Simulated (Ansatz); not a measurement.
The cluster Ge2S2, relaxed as a singlet with RKS PBE0-D4/def2-SVP in Ansatz, starting from the GFN2-xTB geometry. Force threshold 0.02 eV/Å.

The structure comes from a short search, and lower isomers may exist.

Start:

```
atom   x (Å)   y (Å)   z (Å)
 Ge1   0.349   0.114  -1.497
 Ge2  -0.445  -0.035   1.475
  S3   1.042   1.268   0.346
  S4  -0.946  -1.346  -0.324
```

(1) Estimate the energy that the relaxation releases and the steps that it takes.

(2) Does the start keep its bonding and symmetry?

(3) Predict the relaxed structure.

Answers

(1) 1.7 kcal/mol, in 8 steps; 9 s on 4 threads of Arm Neoverse V1 on a shared host. No frequencies were taken in this run, so the end may be a saddle point.

(2) By distances, no bond broke or formed. The bond that changes most is Ge1–Ge2, from 3.08 to 2.98 Å (atoms count from 1). Point group C2v at the start, C2v at the end, both within 0.05 Å.

(3) 
```xyz
4

Ge    0.2052    0.2219   -1.4806
Ge   -0.5669    0.0742    1.3989
S     1.1634    1.1430    0.3699
S    -0.8017   -1.4391   -0.2881
```
Bond lengths: 4 × Ge–S 2.28 Å.
